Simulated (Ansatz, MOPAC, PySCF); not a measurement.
Noncovalent pair: HF (SMILES F) (first 2 atoms) with C2H6 (SMILES CC); geometry from B3LYP-D3(BJ)/def2-TZVP.
(charge 0, multiplicity 1):
| atom | x (Å) | y (Å) | z (Å) |
|---|---|---|---|
| F | -0.0571 | 0.5131 | -0.0391 |
| H | -0.4248 | 0.5004 | 0.8130 |
| C | 0.8032 | -0.2901 | 3.4242 |
| C | -0.5996 | 0.2131 | 3.0958 |
| H | 1.4223 | -0.3534 | 2.5278 |
| H | 0.7683 | -1.2833 | 3.8743 |
| H | 1.3046 | 0.3767 | 4.1274 |
| H | -0.5713 | 1.2181 | 2.6618 |
| H | -1.2269 | 0.2807 | 3.9860 |
| H | -1.1148 | -0.4638 | 2.4062 |

Interaction energies are E(AB) − E(A) − E(B) at the monomers' geometry in the complex; basis-set methods are counterpoise corrected.

The state that AM1, PM6 reach isn't checked.

The values were computed with Ansatz (a quantum-chemistry and plane-wave program) with Gaussian orbitals; MOPAC for AM1, PM6 (differences of heats of formation); PySCF for the dispersion terms. Each number belongs to the level named beside it.

Q: One of these levels gives -2.17 kcal/mol for the interaction energy. Which one is it?
A) BLYP-D4/def2-TZVPPD
B) PM6
C) r2SCAN/def2-TZVPPD
D) AM1

A: C, r2SCAN/def2-TZVPPD. The others give -0.01 (AM1), -0.35 (PM6), -1.50 (BLYP-D4/def2-TZVPPD)
